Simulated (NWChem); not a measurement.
Molecule: AlN2H5O; SMILES [NH2][Al]([NH2])[OH]

```xyz
9

Al     0.0210     0.0036    -0.0038
O      1.6394     0.5968    -0.0142
H      2.4045     0.0379     0.1845
N     -0.3685    -1.7391     0.0035
H      0.2973    -2.4985    -0.1456
H     -1.3067    -2.1253     0.1229
N     -1.2653     1.2338     0.0035
H     -2.2625     1.0665    -0.1325
H     -1.0847     2.2355     0.0843
```
Atoms are numbered in this order, from 1.

Results from NWChem. Structure relaxed at the PBE-D3(BJ)/def2-SVP level.

For level PW6B95/def2-SVP:

```
Item                         Result
---------------------------  ------
highest occupied level (eV)   -6.62
orbital gap (eV)               6.94
```

Task: How do the values read with level B3LYP/def2-SVP instead?

Result: 
| Item | Value |
|---|---|
| highest occupied level (eV) | -6.21 |
| orbital gap (eV) | 6.28 |
